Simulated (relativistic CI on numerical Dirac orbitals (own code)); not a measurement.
Sensitivity of the levels of Cd15+ to α and to the nuclear radius

Computed by Dirac-Coulomb-Breit CI, KLI orbitals optimised for each configuration, derivatives by finite differences, unscaled Slater integrals, QED left out (own radial code, finite nucleus).

CI space (outside the closed core [Ar] 3d10): 4s2 4p3, 4s 4p4, 4p5, 4s2 4p2 4d, 4s 4p3 4d, 4s2 4p2 4f, 4s2 4p 4d2, 4s2 4d3, 4s 4p 4d3, 4s2 4d2 4f. Double excitations out of closed p, d and f shells are left out; levels of such configurations are missing from the list, as are those of other unlisted configurations, and high levels can miss mixing partners.

With x = (α/α₀)² − 1 an excitation energy changes as ω = ω₀ + qx; K = 2q/ω₀ is the relative enhancement. Terms are leading LS components, so labels can repeat. The field-shift factor is F = δν/δ⟨r²⟩ for the transition from the lowest level.

Lowest level 4s2 4p3 4S°_3/2.

| Level | ω₀ (cm⁻¹) | q (cm⁻¹) | F (GHz/fm²) |
| --- | --- | --- | --- |
| 4s2 4p3 2D°_3/2 | 51017 | 46660 | -0.991 |
| 4s2 4p3 2D°_5/2 | 69160 | 55480 | -1.12 |
| 4s2 4p3 2P°_1/2 | 97064 | 56280 | -1.8 |
| 4s2 4p3 2P°_3/2 | 143164 | 120300 | -3.36 |
| 4s 4p4 4P_5/2 | 361744 | 77900 | -78.2 |
| 4s 4p4 4P_3/2 | 398245 | 111800 | -77.6 |
| 4s 4p4 4P_1/2 | 404748 | 108800 | -78.3 |
| 4s 4p4 2D_3/2 | 451859 | 105900 | -70.3 |
| 4s 4p4 2D_5/2 | 467447 | 129700 | -72.7 |
| 4s 4p4 2S_1/2 | 510653 | 117500 | -69.8 |
| 4s 4p4 2P_3/2 | 520277 | 102000 | -51 |
| 4s2 4p2 4d 4F_3/2 | 545081 | 21200 | -3.32 |
| 4s2 4p2 4d 4F_5/2 | 560820 | 28880 | 1.91 |

At this charge energies of transitions that change n are usually good to better than 1 %, and those within a shell (Δn = 0) to a few per cent.

**Question.** Which transition from the lowest level has the largest |K|?

**Answer.** 4s2 4p3 2D°_3/2 at 51017 cm⁻¹, K = 1.83.
